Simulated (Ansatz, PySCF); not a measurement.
MoOCl₄, SMILES [O]=[Mo]([Cl])([Cl])([Cl])[Cl], multiplicity 1. Atoms are numbered in the order given.

```xyz
6

Mo     0.0000     0.0000     0.2734
O      0.0000    -0.0001     1.9528
Cl     0.0000    -0.0001    -2.1179
Cl    -1.9610    -1.1320     0.1716
Cl     0.0000     2.2643     0.1716
Cl     1.9610    -1.1320     0.1716
```

Geometry optimised at B3LYP-D3(BJ)/def2-SVP. The spin state was assumed, not searched. The isomer is the one that the SMILES or the coordinates give; other isomers of the formula were not compared. The def2 effective core potentials stand for the cores of Mo; spin–orbit coupling is left out.

Two levels are set side by side: PBE-D3(BJ)/def2-SVP (Ansatz, a first-principles code) and B3LYP-D3(BJ)/def2-SVP (Ansatz). Each level has its own optimised geometry; the coordinates shown are those of the second. Frequencies come from the Hessian of PySCF at each geometry. Differences are taken from unrounded values.

```
quantity                            B3LYP-D3(BJ)  PBE-D3(BJ)  PBE-D3(BJ) minus B3LYP-D3(BJ)
----------------------------------  ------------  ----------  -----------------------------
mean bond length (Å)                       2.174       2.179                          0.005
bond Mo1–O2 (Å)                            1.679       1.696                          0.017
bond Mo1–Cl3 (Å)                           2.391       2.393                          0.001
bond Mo1–Cl4 (Å)                           2.267       2.268                          0.002
bond Mo1–Cl5 (Å)                           2.267       2.268                          0.002
bond Mo1–Cl6 (Å)                           2.267       2.268                          0.002
highest harmonic wavenumber (cm⁻¹)          1015         966                            -48
mean harmonic wavenumber (cm⁻¹)              303         295                             -8
zero-point energy (kcal/mol)                5.19        5.05                          -0.14
```
